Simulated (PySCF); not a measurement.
PySCF input for C4H6F2, SMILES C(C)(=C)C(F)F, PBE-D3(BJ)/def2-SVP. Coordinates come from a PBE-D3(BJ)/def2-SVP optimisation. The values are those of a single conformer.

```python
import numpy as np
from pyscf import gto, scf, dft, df
from pyscf.hessian import thermo

mol = gto.M(
    atom='''
    C     1.64302022    0.74213981   -0.26895447
    C     0.32518873    0.68086149   -0.00587771
    C    -0.62023547    1.84631115   -0.07941835
    C    -0.31235962   -0.62647923    0.40767266
    F    -1.36810541   -0.91260467   -0.42923917
    F     0.56343895   -1.67120138    0.34962212
    H     2.11860443    1.69128187   -0.56094582
    H     2.27567107   -0.15439445   -0.19989154
    H    -1.41233119    1.65475762   -0.83269032
    H    -0.09151692    2.78011699   -0.34741376
    H    -1.13995506    2.00541060    0.89039359
    H    -0.72215736   -0.57991750    1.44656844
    ''',
    basis='def2-SVP',
    charge=0,
    spin=0,
    max_memory=1600,
    verbose=3,
)
mf = dft.RKS(mol, xc='pbe').density_fit(auxbasis='def2-universal-jkfit')
mf.disp = 'd3bj'
mf.grids.level = 3
mf.conv_tol = 1e-11
mf.max_cycle = 100
mf.kernel()

# [left out here: the lines that compute and print the analytic Hessian (its translational invariance restored by hand, since the grid's response is missing), thermochemistry and intensities]
```

It prints:

```
converged SCF energy = -355.04190320129

WARN: DFTD3 does not support analytical Hessian, using finite difference


WARN: Mole.unit (angstrom) is changed to Bohr

Mode                                 0                   1                   2
Irrep
Freq [cm^-1]                       70.6374            180.0051            240.3495
Reduced mass [au]                   4.3900              1.0553              4.2986
Force const [Dyne/A]                0.0129              0.0201              0.1463
Char temp [K]                     101.6314            258.9872            345.8094
Normal mode                   x     y     z       x     y     z       x     y     z
       0   C                 0.03  0.03  0.11    0.00  0.00  0.05   -0.02 -0.04  0.05
       1   C                 0.01 -0.00  0.00   -0.01  0.00 -0.00   -0.04  0.01 -0.03
       2   C                -0.02 -0.03 -0.11    0.01  0.01 -0.01    0.07  0.11  0.00
       3   C                 0.03 -0.01  0.01   -0.01 -0.00 -0.01   -0.04 -0.00 -0.03
       4   F                -0.05  0.03  0.10   -0.00 -0.01 -0.01   -0.04 -0.13  0.03
       5   F                 0.01 -0.02 -0.10    0.00  0.00 -0.02    0.04  0.06 -0.03
       6   H                 0.03  0.04  0.13    0.01  0.00  0.05    0.04 -0.05  0.12
       7   H                 0.06  0.05  0.18    0.01  0.01  0.10   -0.07 -0.08  0.05
       8   H                 0.07 -0.07 -0.19   -0.32 -0.21  0.39    0.08  0.27 -0.04
       9   H                -0.02 -0.02 -0.07   -0.07 -0.10 -0.54    0.20  0.07  0.09
      10   H                -0.12 -0.04 -0.17    0.42  0.36  0.16    0.05  0.11 -0.00
      11   H                 0.12 -0.04  0.05   -0.00 -0.02 -0.01   -0.01  0.00 -0.02
Mode                                 3                   4                   5
Irrep
Freq [cm^-1]                      305.2622            371.3757            483.1276
Reduced mass [au]                   3.6702              2.8189              4.0332
Force const [Dyne/A]                0.2015              0.2291              0.5547
Char temp [K]                     439.2043            534.3270            695.1130
Normal mode                   x     y     z       x     y     z       x     y     z
       0   C                -0.07 -0.12 -0.02    0.05 -0.11  0.03    0.00  0.04 -0.02
       1   C                -0.04  0.01  0.12    0.02 -0.00 -0.08    0.02 -0.09  0.04
       2   C                -0.02  0.01 -0.04   -0.06 -0.08  0.04    0.08 -0.08  0.00
       3   C                -0.01 -0.01  0.07   -0.00  0.05 -0.04   -0.06 -0.04 -0.01
       4   F                 0.04  0.05 -0.02   -0.03  0.02  0.00   -0.10  0.03 -0.03
       5   F                 0.06  0.05 -0.04    0.03  0.09  0.01    0.07  0.08  0.03
       6   H                -0.01 -0.20 -0.16    0.20 -0.16  0.09   -0.20  0.15 -0.01
       7   H                -0.14 -0.18  0.00   -0.06 -0.19  0.10    0.17  0.16 -0.09
       8   H                 0.04 -0.07 -0.09   -0.11 -0.12  0.10    0.09 -0.08 -0.01
       9   H                 0.02 -0.03 -0.11   -0.22  0.02  0.09    0.13 -0.12 -0.02
      10   H                -0.10  0.13 -0.10   -0.01 -0.25  0.10    0.06 -0.03 -0.02
      11   H                -0.05 -0.17  0.06    0.01  0.12 -0.04   -0.11 -0.08 -0.03
Mode                                 6                   7                   8
Irrep
Freq [cm^-1]                      503.2469            608.4137            707.0712
Reduced mass [au]                   4.8287              2.5670              1.3881
Force const [Dyne/A]                0.7205              0.5598              0.4089
Char temp [K]                     724.0602            875.3718           1017.3180
Normal mode                   x     y     z       x     y     z       x     y     z
       0   C                -0.07 -0.02  0.03    0.03 -0.00 -0.02    0.06  0.01 -0.01
       1   C                -0.08 -0.04 -0.11    0.04  0.07  0.07    0.05  0.05  0.03
       2   C                -0.01  0.04 -0.01   -0.04  0.06  0.00   -0.03  0.05 -0.01
       3   C                 0.04 -0.05 -0.02    0.02 -0.03 -0.08   -0.02 -0.03  0.01
       4   F                -0.01  0.10 -0.00   -0.09  0.00 -0.01   -0.06 -0.02 -0.03
       5   F                 0.09 -0.06  0.05    0.06 -0.06  0.05    0.03 -0.03  0.01
       6   H                -0.05 -0.02  0.04    0.19 -0.01  0.22    0.03 -0.14 -0.58
       7   H                -0.06  0.00  0.16   -0.13 -0.14 -0.32    0.12  0.09  0.49
       8   H                -0.10  0.26  0.03    0.06 -0.15 -0.05   -0.08  0.07  0.04
       9   H                 0.11 -0.01  0.08   -0.12  0.07 -0.13   -0.11  0.12  0.09
      10   H                 0.09  0.01  0.06   -0.16  0.15 -0.08    0.03 -0.07  0.05
      11   H                 0.08 -0.06 -0.01    0.02 -0.03 -0.08   -0.08 -0.13 -0.01
Mode                                 9                  10                  11
Irrep
Freq [cm^-1]                      880.2080            905.1917            938.6406
[...]
Reduced mass [au]                   1.2095              1.7077              1.3333
Force const [Dyne/A]                1.2663              1.8732              1.4726
Char temp [K]                    1917.9432           1963.1759           1969.9577
Normal mode                   x     y     z       x     y     z       x     y     z
       0   C                -0.01  0.00  0.00   -0.02 -0.03  0.01   -0.01  0.01  0.00
       1   C                -0.03 -0.00  0.02   -0.05  0.11 -0.01   -0.07 -0.06  0.02
       2   C                -0.06  0.08 -0.02    0.06 -0.07  0.01    0.04  0.01 -0.00
       3   C                -0.03 -0.05  0.00    0.01 -0.11  0.02    0.01  0.11 -0.02
       4   F                 0.01  0.01 -0.00    0.00  0.01  0.00   -0.00 -0.01  0.00
       5   F                 0.01  0.00 -0.00    0.00  0.00 -0.01    0.00 -0.01  0.01
       6   H                 0.25 -0.13 -0.04    0.16 -0.12 -0.01    0.45 -0.22 -0.03
       7   H                 0.22  0.15 -0.07    0.31  0.19 -0.10    0.33  0.24 -0.12
       8   H                 0.15 -0.43 -0.09   -0.10  0.20  0.09   -0.17  0.05  0.20
       9   H                 0.36 -0.15  0.05   -0.13  0.03 -0.00    0.02 -0.02 -0.08
      10   H                 0.22 -0.29  0.19   -0.13  0.13 -0.12   -0.24 -0.12 -0.13
      11   H                 0.10  0.33  0.04   -0.20  0.44 -0.08    0.06 -0.35  0.01
Mode                                21                  22                  23
Irrep
Freq [cm^-1]                     1396.5058           1413.2950           1692.2793
Reduced mass [au]                   1.0460              1.0755              6.4007
Force const [Dyne/A]                1.2019              1.2657             10.7999
Char temp [K]                    2009.2609           2033.4168           2434.8131
Normal mode                   x     y     z       x     y     z       x     y     z
       0   C                -0.00  0.00 -0.00    0.04 -0.01 -0.01   -0.17 -0.01  0.03
       1   C                 0.01  0.00  0.02    0.02  0.03 -0.01    0.21  0.01 -0.04
       2   C                -0.00  0.02  0.05    0.02  0.04 -0.01   -0.02  0.01  0.00
       3   C                 0.00 -0.01  0.00   -0.01 -0.03  0.00   -0.02 -0.01  0.01
       4   F                -0.00  0.00 -0.00    0.00  0.00  0.00   -0.00 -0.00 -0.00
       5   F                 0.00  0.00 -0.00   -0.00  0.00 -0.00    0.00  0.00 -0.00
       6   H                -0.03  0.01 -0.00   -0.22  0.13  0.01    0.06 -0.16  0.02
       7   H                -0.03 -0.02  0.01   -0.15 -0.13  0.06    0.04  0.17 -0.04
       8   H                 0.10  0.41 -0.18   -0.36 -0.12  0.42   -0.05  0.03  0.03
       9   H                -0.07 -0.15 -0.66    0.40 -0.19 -0.01    0.07 -0.04 -0.00
      10   H                -0.04 -0.51  0.10   -0.45 -0.24 -0.21   -0.06  0.02 -0.02
      11   H                 0.01  0.08  0.00   -0.01  0.09  0.00    0.00 -0.06  0.02
Mode                                24                  25                  26
Irrep
Freq [cm^-1]                     2935.8605           2964.0115           3037.9060
Reduced mass [au]                   1.0853              1.0398              1.0988
Force const [Dyne/A]                5.5114              5.3824              5.9747
Char temp [K]                    4224.0496           4264.5526           4370.8704
Normal mode                   x     y     z       x     y     z       x     y     z
       0   C                 0.00  0.00 -0.00   -0.00  0.00 -0.00   -0.00 -0.00 -0.00
       1   C                 0.00 -0.00 -0.00   -0.00  0.00 -0.00    0.00  0.00 -0.00
       2   C                -0.00  0.00  0.00    0.04 -0.03 -0.01   -0.01 -0.01 -0.09
       3   C                 0.03 -0.00 -0.07    0.00  0.00 -0.00   -0.00 -0.00 -0.00
       4   F                -0.00  0.00 -0.00   -0.00  0.00 -0.00    0.00 -0.00  0.00
       5   F                 0.00 -0.00  0.00   -0.00 -0.00  0.00   -0.00  0.00  0.00
       6   H                -0.00 -0.01  0.00   -0.00 -0.01  0.00    0.00  0.01 -0.00
       7   H                -0.00  0.00  0.00   -0.00  0.01 -0.00    0.00 -0.00  0.00
       8   H                 0.02  0.00  0.02   -0.36 -0.10 -0.36    0.52  0.13  0.48
       9   H                -0.01 -0.02  0.01    0.20  0.34 -0.10   -0.08 -0.14  0.03
      10   H                 0.02 -0.00 -0.05   -0.33  0.10  0.63   -0.29  0.08  0.52
      11   H                -0.35  0.03  0.89   -0.02  0.00  0.06   -0.00 -0.00  0.01
Mode                                27                  28                  29
Irrep
Freq [cm^-1]                     3086.3738           3086.8675           3190.9099
Reduced mass [au]                   1.0659              1.0986              1.1172
Force const [Dyne/A]                5.9825              6.1679              6.7020
Char temp [K]                    4440.6047           4441.3150           4591.0090
Normal mode                   x     y     z       x     y     z       x     y     z
       0   C                 0.06  0.01 -0.01   -0.02 -0.00  0.00    0.01 -0.09  0.02
       1   C                -0.01  0.00  0.00    0.00  0.00 -0.00   -0.00 -0.00  0.00
       2   C                -0.02 -0.02  0.00   -0.06 -0.06  0.01   -0.00 -0.00 -0.00
       3   C                -0.00 -0.00  0.00   -0.00  0.00 -0.00    0.00 -0.00 -0.00
       4   F                 0.00  0.00  0.00    0.00 -0.00  0.00   -0.00  0.00 -0.00
       5   F                -0.00 -0.00  0.00    0.00  0.00 -0.00   -0.00  0.00  0.00
       6   H                -0.30 -0.62  0.19    0.10  0.20 -0.06    0.26  0.51 -0.16
       7   H                -0.33  0.48 -0.04    0.11 -0.16  0.01   -0.43  0.59 -0.04
       8   H                 0.09  0.02  0.09    0.24  0.05  0.24    0.00  0.00  0.00
       9   H                 0.13  0.22 -0.06    0.39  0.68 -0.20    0.00  0.01 -0.00
      10   H                 0.03 -0.01 -0.06    0.08 -0.04 -0.17    0.00  0.00 -0.00
      11   H                 0.00  0.00 -0.01   -0.00  0.00  0.00    0.00  0.00  0.00
temperature 298.1500 [K]
pressure 101325.00 [Pa]
Rotational constants [GHz] 4.84323 3.20771 2.10481
Symmetry number 1
Zero-point energy (ZPE) 0.09066 [Eh]   238039.706 [J/mol]
                           tot       elec      trans        rot        vib
Entropy [J/mol/K]       334.163      0.000    165.152    111.664     57.347
Cv [J/mol/K]             95.724      0.000     12.472     12.472     70.781
Cp [J/mol/K]            104.039      0.000     20.786     12.472     70.781
Internal energy [J/mol]                      3718.434   3718.434 247791.659
Internal energy [Eh]   -354.94469  -355.04190
Enthalpy [J/mol]                             6197.391   3718.434 247791.659
Enthalpy [Eh]          -354.94375
Gibbs free energy [J/mol]                  -43042.738 -29574.309 230693.776
Gibbs free energy [Eh] -354.98169
mode   freq/cm-1   IR/(km/mol)
   1       70.64         0.281
   2      180.01         0.758
   3      240.35         0.962
   4      305.26         4.238
   5      371.38         0.332
   6      483.13         5.307
   7      503.25         1.195
   8      608.41         8.303
   9      707.07         1.436
  10      880.21        22.522
  11      905.19        28.145
  12      938.64        12.306
  13      967.85        12.224
  14     1020.44         2.796
  15     1070.09       152.549
  16     1115.12       110.857
  17     1236.83         0.882
  18     1322.56        29.174
  19     1333.04        13.465
  20     1364.48         8.947
  21     1369.19        29.461
  22     1396.51         9.838
  23     1413.29        27.858
  24     1692.28         5.573
  25     2935.86        52.551
  26     2964.01        16.361
  27     3037.91         7.776
  28     3086.37         0.878
  29     3086.87        10.129
  30     3190.91         1.761
max |gradient| / (hartree/bohr): 0.0001256253118571207
APT charges: [-1.1830e-01 -2.2400e-02 -1.3200e-02  1.1001e+00 -5.1530e-01 -4.8700e-01
  3.8000e-02  6.5400e-02  2.4300e-02  8.1000e-03  7.0000e-04 -8.0100e-02]
```

The calculation finished and met its thresholds.
